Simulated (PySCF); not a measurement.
## Nuclear quadrupole coupling in `C[C@H]1CN[SiH2]C1`

Compound: C4H11NSi.
Geometry (PBE0-D3(BJ)/def2-SVP, Å), atoms numbered from 1 in this order:
```xyz
17
C4H11NSi angstrom
C     -2.0525   -0.1580   -0.1804
C     -0.6149    0.0400    0.2720
C      0.1727   -1.2756    0.3385
N      1.5735   -0.9320    0.4785
Si     1.9773    0.6190   -0.1871
C      0.1808    1.0217   -0.6086
H     -2.5890   -0.8612    0.4767
H     -2.0906   -0.5602   -1.2060
H     -2.6049    0.7939   -0.1745
H     -0.6228    0.4511    1.2981
H     -0.1803   -1.8805    1.1930
H     -0.0361   -1.8708   -0.5773
H      2.2100   -1.6838    0.7039
H      2.8782    0.5857   -1.3876
H      2.6232    1.5486    0.7968
H     -0.1184    2.0667   -0.4374
H      0.0074    0.8036   -1.6777
```

Field gradients from the PBE0/pcSseg-1 density (PySCF, non-relativistic), principal values in atomic units, ordered |Vxx| ≤ |Vyy| ≤ |Vzz|:

```
atom     Vxx     Vyy      Vzz
  N4  0.3726  0.7427  -1.1153
```

Question: Find the asymmetry η = (Vxx − Vyy)/Vzz and the couplings χ = eQV/h (234.96 MHz × Q in barn × V in au), with Q(14N) = 0.02044 b.

Answer: 
```csv
atom,environment,nucleus,η,χzz (MHz),χxx (MHz),χyy (MHz)
N4,silicon-bound nitrogen,14N,0.33,-5.36,1.79,3.57
```

The tensor is traceless: Vxx + Vyy + Vzz = 0.

Question: What is Vzz at N4 in SI units (1 au = 9.71736 × 10²¹ V/m²)?

Answer: -1.1153 au = -10.838 × 10²¹ V/m².

Question: And the gradient at the other heavy atoms, for which no coupling is worked out here?

Answer: 
```tsv
atom	environment	Vzz (au)	η
C1	methyl carbon	0.037	0.14
C2	sp3 CH carbon	-0.056	0.98
C3	sp3 carbon bound to nitrogen	0.221	0.15
Si5	SiH2 silicon	0.322	0.60
C6	sp3 carbon bound to silicon	-0.094	0.66
```

Were the hydrogens deuterons (Q(2H) = 0.00286 b), χzz would run from 90 kHz (H14 and H15) to 282 kHz (H13).

Isolated species at its PBE0-D3(BJ)/def2-SVP geometry (one conformer only). The basis is small and wasn't made for field gradients, so the couplings can be 20 % off.

The run behind these numbers computed NMR shieldings as well. The run took 18 s of wall time on Arm Neoverse V1, one thread, on a shared host.
